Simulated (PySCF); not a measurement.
Si(F)(Cl)(Me)(OH) (CH4ClFOSi), SMILES C[Si](O)(F)Cl. Coordinates come from a B3LYP-D3(BJ)/def2-SVP optimisation. The structure was generated by enumeration, and PubChem lists no compound with its InChIKey, so it may never have been made. One conformer was computed; it need not be the lowest.

These are B3LYP-D3(BJ)/def2-SVP run with PySCF values and carry that method's errors.

Harmonic wavenumbers (cm⁻¹): 122, 164, 198, 248, 268, 308, 337, 522, 718, 767, 795, 837, 913, 971, 1288, 1427, 1428, 3044, 3140, 3145, 3874. Rotational constants (GHz): 3.622, 2.317, 2.241; symmetry number 1.

Problem. Work out the zero-point energy and the ideal-gas rigid-rotor harmonic-oscillator thermochemistry at 298.15 K and 1 atm.

Solution. ZPE = ½ Σ hcν = ½ × 24514 cm⁻¹ = 146.63 kJ/mol. H − E(el) = 167.79 kJ/mol. Entropy in J/(mol K): translation 167.88, rotation 113.96, vibration 64.81, total 346.65. G − E(el) = 64.43 kJ/mol. Cp = 106.94 J/(mol K). Modes under 150 cm⁻¹ make the vibrational entropy uncertain.
